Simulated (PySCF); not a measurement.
## Fine-structure interval of Ba⁵¹⁺ by level of theory

Ba⁵¹⁺ [He] 2s2 2p1 [2p1/2^1, M_J = 1/2] → Ba⁵¹⁺ [He] 2s2 2p1 [2p3/2^1, M_J = 3/2], as a difference of total energies. Calculation: PySCF 2.14, in an uncontracted even-tempered set (17 s from 31 bohr⁻², ratio 2.4; 12 p from 40 bohr⁻², ratio 2.4; 5 d from 130 bohr⁻², ratio 2.6; 4 f from 190 bohr⁻², ratio 2.6); the two-component X2C-1e Hamiltonian. Correlated levels: nothing frozen; the 26 highest virtual spinors dropped. "Screened" scales the spin-orbit matrix elements by Boettger's factors to mimic the two-electron term; Breit and QED terms are absent.

```
                    method  fine-structure interval (cm⁻¹)
 GHF (screened spin-orbit)                         3447400
GMP2 (screened spin-orbit)                         3436300
     GHF (bare spin-orbit)                         3582600
```
